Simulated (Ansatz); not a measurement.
Cost and result for the atomization energy of `N[Si](N)Cl` radical (8 atoms, 7 bonds).

Charge 0, multiplicity 2. The structure was optimised at the PBE0-D4/def2-TZVP level. It is one conformer, not always the lowest. Program: Ansatz. All runs use 4 threads of an INTEL XEON PLATINUM 8581C on a shared host. Times are those of one run each, without the atoms' runs, and a repeat can differ threefold. Electronic energies, without spin–orbit coupling; frozen cores. CCSD(T)/CBS adds CCSD(T) − MP2 in def2-TZVPP to the MP2 limit, and its time is that of the two runs behind it. T1 = 0.013; ⟨S²⟩ of the reference is 0.75.

CCSD(T)/CBS is a level of theory with its own doubt, some kJ/mol a heavy atom from the limit and from the frozen cores, so smaller differences don't rank the functionals.

```json
{"level": "revPBE-D4/def2-TZVPP", "functions": "202", "wall time": "1.6 s", "atomization (kJ/mol)": "2672.9", "difference from CCSD(T)/CBS": "-7.3", "per bond": "-1.0"}
{"level": "BLYP-D4/def2-TZVPP", "functions": "202", "wall time": "1.6 s", "atomization (kJ/mol)": "2700.0", "difference from CCSD(T)/CBS": "19.8", "per bond": "2.8"}
{"level": "PBE-D4/def2-TZVPP (with forces)", "functions": "202", "wall time": "1.7 s", "atomization (kJ/mol)": "2744.8", "difference from CCSD(T)/CBS": "64.6", "per bond": "9.2"}
{"level": "PBE0-D4/def2-TZVPP", "functions": "202", "wall time": "2.3 s", "atomization (kJ/mol)": "2680.8", "difference from CCSD(T)/CBS": "0.6", "per bond": "0.1"}
{"level": "BHLYP-D4/def2-TZVPP", "functions": "202", "wall time": "2.7 s", "atomization (kJ/mol)": "2597.0", "difference from CCSD(T)/CBS": "-83.2", "per bond": "-11.9"}
{"level": "B2PLYP/def2-TZVPP", "functions": "202", "wall time": "3.1 s", "atomization (kJ/mol)": "2648.6", "difference from CCSD(T)/CBS": "-31.6", "per bond": "-4.5"}
{"level": "CCSD(T)/def2-SVP", "functions": "84", "wall time": "3.3 s", "atomization (kJ/mol)": "2400.2", "difference from CCSD(T)/CBS": "-280.0", "per bond": "-40.0"}
{"level": "r2SCANh-D4/def2-TZVPP", "functions": "202", "wall time": "3.5 s", "atomization (kJ/mol)": "2662.1", "difference from CCSD(T)/CBS": "-18.1", "per bond": "-2.6"}
{"level": "B97M-V/def2-TZVPP", "functions": "202", "wall time": "4.7 s", "atomization (kJ/mol)": "2688.5", "difference from CCSD(T)/CBS": "8.3", "per bond": "1.2"}
{"level": "ωB97X-V/def2-TZVPP", "functions": "202", "wall time": "4.8 s", "atomization (kJ/mol)": "2697.7", "difference from CCSD(T)/CBS": "17.5", "per bond": "2.5"}
{"level": "MP2/def2-QZVPP", "functions": "374", "wall time": "10 s", "atomization (kJ/mol)": "2691.6", "difference from CCSD(T)/CBS": "11.4", "per bond": "1.6"}
{"level": "CCSD(T)/def2-TZVPP", "functions": "202", "wall time": "81 s", "atomization (kJ/mol)": "2573.9", "difference from CCSD(T)/CBS": "-106.3", "per bond": "-15.2"}
{"level": "CCSD(T)/CBS(def2)", "functions": "–", "wall time": "91 s", "atomization (kJ/mol)": "2680.2", "difference from CCSD(T)/CBS": "0.0", "per bond": "0.0"}
```

In def2-TZVPP, CCSD(T) changes the Hartree–Fock value by +761.4 kJ/mol (the triples alone add +46.2 kJ/mol) and MP2 by +814.9 kJ/mol; breaking electron pairs costs correlation energy, which Hartree–Fock lacks. From BLYP to BHLYP (50 % exact exchange), in def2-TZVPP and without D4, the atomization energy moves by −86.2 kJ/mol: exact exchange takes away binding that semilocal exchange gives to molecules. At CCSD(T), def2-SVP lies −280.0 kJ/mol from the extrapolated value and def2-TZVPP −106.3 kJ/mol: correlation converges slowly with the basis, and small sets miss more of it in the bonded molecule than in its fragments.
